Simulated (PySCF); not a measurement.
input.py for CdSb

File input.py (PySCF 2.14):

```python
from pyscf import gto, scf

mol = gto.M(
    atom='Cd 0 0 0; Sb 0 0 2.765',
    basis='def2-svp',
    ecp={'Cd': 'def2-svp', 'Sb': 'def2-svp'},
    charge=0,
    spin=3,
    verbose=4,
)
mf = scf.UHF(mol)
mf.kernel()
mf.mulliken_pop()
mf.dip_moment()
print('orbital energies (hartree):', [e[max(0, n-3):n+3].round(4) for e, n in zip(mf.mo_energy, mol.nelec)])
```

```bash
$ OMP_NUM_THREADS=1 python input.py
```

The log (some set-up lines and the per-cycle HOMO/LUMO lines with their warnings removed):

```
PySCF version 2.14.0

[INPUT] Symbol           X                Y                Z      unit          X                Y                Z       unit  Magmom
[INPUT]  1 Cd     0.000000000000   0.000000000000   0.000000000000 AA    0.000000000000   0.000000000000   0.000000000000 Bohr   0.0
[INPUT]  2 Sb     0.000000000000   0.000000000000   2.765000000000 AA    0.000000000000   0.000000000000   5.225092734422 Bohr   0.0

nuclear repulsion = 88.0367150174322
number of shells = 21
number of NR pGTOs = 118
number of NR cGTOs = 57
basis = def2-svp
ecp = {'Cd': 'def2-svp', 'Sb': 'def2-svp'}

******** <class 'pyscf.scf.uhf.UHF'> ********
method = UHF
initial guess = minao
damping factor = 0
level_shift factor = 0
DIIS = <class 'pyscf.scf.diis.CDIIS'>
SCF conv_tol = 1e-09
SCF max_cycles = 50
number electrons alpha = 23  beta = 20
init E= -365.221977180302

cycle= 1 E= -405.244739600502  delta_E=  -40  |g|=  1.4  |ddm|= 6.89
cycle= 2 E= -405.976265309746  delta_E= -0.732  |g|= 0.628  |ddm|= 3.54
cycle= 3 E= -406.100213270667  delta_E= -0.124  |g|= 0.0682  |ddm|= 0.639
cycle= 4 E= -406.104229612762  delta_E= -0.00402  |g|= 0.0251  |ddm|= 0.169
cycle= 5 E= -406.105382592162  delta_E= -0.00115  |g|= 0.0125  |ddm|= 0.0794
cycle= 6 E= -406.106190215148  delta_E= -0.000808  |g|= 0.00543  |ddm|= 0.106
cycle= 7 E= -406.106344090376  delta_E= -0.000154  |g|= 0.00312  |ddm|= 0.0419
cycle= 8 E= -406.106412836538  delta_E= -6.87e-05  |g|= 0.00176  |ddm|= 0.0311
cycle= 9 E= -406.106435855752  delta_E= -2.3e-05  |g|= 0.000533  |ddm|= 0.0227
cycle= 10 E= -406.106437333769  delta_E= -1.48e-06  |g|= 0.00011  |ddm|= 0.00574
cycle= 11 E= -406.1064373687  delta_E= -3.49e-08  |g|= 2.64e-05  |ddm|= 0.000784
cycle= 12 E= -406.106437370437  delta_E= -1.74e-09  |g|= 6.63e-06  |ddm|= 0.000182
cycle= 13 E= -406.106437370513  delta_E= -7.57e-11  |g|= 1.61e-06  |ddm|= 3.61e-05
Extra cycle  E= -406.106437370516  delta_E= -3.41e-12  |g|= 8.21e-07  |ddm|= 4.79e-06
converged SCF energy = -406.106437370516  <S^2> = 3.7911927  2S+1 = 4.0205436
 ** Mulliken pop       alpha | beta **
pop of  0 Cd 4s       -0.18984 | -0.18671
pop of  0 Cd 5s        0.82455 | 0.81534
pop of  0 Cd 6s        0.35998 | 0.36754
pop of  0 Cd 7s        0.49666 | 0.38725
pop of  0 Cd 8s        0.38172 | 0.20590
pop of  0 Cd 4px       0.99203 | 0.99234
pop of  0 Cd 4py       0.99203 | 0.99234
pop of  0 Cd 4pz       0.99415 | 0.99389
pop of  0 Cd 5px       0.01370 | 0.00797
pop of  0 Cd 5py       0.01370 | 0.00797
pop of  0 Cd 5pz       0.10350 | 0.05012
pop of  0 Cd 6px       0.01873 | 0.00001
[45 lines left out]
In total            23.00000 | 20.00000
 ** Mulliken atomic charges   ( Nelec_alpha | Nelec_beta ) **
charge of  0Cd =      0.18087  (    10.17171      9.64742 )
charge of  1Sb =     -0.18087  (    12.82829     10.35258 )
Dipole moment(X, Y, Z, Debye):  0.00000, -0.00000, -0.92984
orbital energies (hartree): [array([-0.325 , -0.325 , -0.2522,  0.046 ,  0.046 ,  0.1097]), array([-0.7482, -0.5444, -0.2992,  0.0148,  0.0148,  0.0181])]
```

In short: E(SCF) = -406.106437 Eh, 13 cycles, ⟨S²⟩ = 3.791, μz(SCF) = -0.93 D.

Hardware: AMD EPYC 9R45, 1 thread, shared host. Wall time 0.63 s.

The bond length is a typed value, not an optimised one. No search for the lowest solution was made.
